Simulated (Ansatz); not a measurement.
`[AlH2][S][SiH3]` + `[AlH2][SeH]` → `[AlH2][Se][SiH3]` + `[AlH2][SH]`  (ligand exchange at the Si–S bond)

Calculated with Ansatz (gas phase, PBE0-D4/def2-TZVP geometries, no zero-point term in ΔE). CBS: MP2 limit from def2 TZ/QZ plus the TZ coupled-cluster correction, frozen cores. This one scheme is used for every species. For Se outer-core shells are correlated without core-valence functions, which leaves a few kJ/mol of doubt a bond. Scalar relativity is left out up to krypton.

```csv
species,HF/def2-QZVPP energy (Eh)
`[AlH2][S][SiH3]`,-931.40807
`[AlH2][SeH]`,-2643.60327
`[AlH2][Se][SiH3]`,-2933.74509
`[AlH2][SH]`,-641.26752
```

Task: Work out ΔE.

Result: ΔE = (-2933.74509) + (-641.26752) − (-931.40807) − (-2643.60327) = -0.00127 Eh = -0.8 kcal/mol. CCSD(T)/CBS gives -1.1 kcal/mol.

Largest T1 diagnostic among the species: 0.011.

Leaving LDA and LC-ωPBE aside and taking each functional with its dispersion term where it has one, the values, not all of them listed here, spread over 1.2 kcal/mol, from HSE06-D4 to B97M-V.
